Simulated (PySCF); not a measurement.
Molecule: `InChI=1S/C2HF5S/c1-2-8(3,4,5,6)7/h1H`.

Mapped SMILES: `[CH:1]#[C:2][S@OH13:3]([F:4])([F:5])([F:6])([F:7])[F:8]`; H(Xn) means a hydrogen on atom n.

Geometry PBE0-D3(BJ)/def2-SVP throughout; GIAO in PySCF 2.14.0 with density-fitted response routines, gas phase, one conformer, non-relativistic; equivalent atoms averaged; functional PBE0.

(1) How do the shifts δ (against TMS, CS2, CFCl3 at the same level) depend on the basis set? (ppm; last column core-seconds on shared hosts with different chips, so compare them loosely)

(2) Which nucleus moves most, in ppm?

(3) Taking the largest basis, pcSseg-2 (309 functions), as the yardstick, rank the others by their worst heavy-atom deviation.

## Answers

(1) 
```csv
basis set,functions,C1,C2,S3,F7/F8,F4/F5,F6,H(C1),core-s
STO-3G,45,66.6,57.3,-35.2,5.7,5.6,-18.8,2.62,3.2
pcSseg-0,78,81.0,97.1,223.3,106.7,106.6,125.0,3.46,6.3
6-31G,78,65.7,83.8,158.3,125.4,125.3,150.4,3.21,6.2
6-31G*,118,60.7,78.9,157.3,98.7,98.6,106.7,2.49,9.7
cc-pVDZ,121,65.5,82.3,152.9,102.5,102.4,113.1,2.48,10
def2-SVP,121,66.5,82.7,172.6,108.4,108.4,113.2,2.47,9.6
pcSseg-1,148,72.5,87.1,149.2,102.8,102.7,108.6,2.83,13
aug-cc-pVDZ,197,62.0,81.9,164.9,103.0,102.9,109.5,2.63,21
"6-311+G(2d,p)",230,69.3,86.8,169.2,109.3,109.2,112.0,2.58,23
cc-pVTZ,258,70.2,86.0,160.5,105.7,105.6,110.7,2.51,32
def2-TZVP,260,69.6,87.1,182.7,110.2,110.1,111.4,2.56,33
IGLO-III,299,71.2,89.4,180.2,113.5,113.4,115.2,2.69,38
pcSseg-2,309,73.2,89.4,174.4,108.7,108.6,108.5,2.56,44
```

(2) S3 (sulfur bonded to C, 5 F): from -35.2 ppm with STO-3G to 223.3 ppm with pcSseg-0. The smallest spread is 0.99 ppm, at H(C1). Proton shifts span only some 12 ppm, so a few tenths of a ppm matter as much there as several ppm in carbon.

(3) 6-311+G(2d,p) 5.3 ppm (230 functions), IGLO-III 6.7 ppm (299 functions), def2-SVP 6.7 ppm (121 functions), def2-TZVP 8.2 ppm (260 functions), aug-cc-pVDZ 11.2 ppm (197 functions), cc-pVTZ 14.0 ppm (258 functions), 6-31G* 17.2 ppm (118 functions), cc-pVDZ 21.5 ppm (121 functions), pcSseg-1 25.3 ppm (148 functions), 6-31G 41.9 ppm (78 functions), pcSseg-0 48.8 ppm (78 functions), STO-3G 209.6 ppm (45 functions).

A small basis that lands close on one nucleus may do so by chance; judge by the trend and by all nuclei.
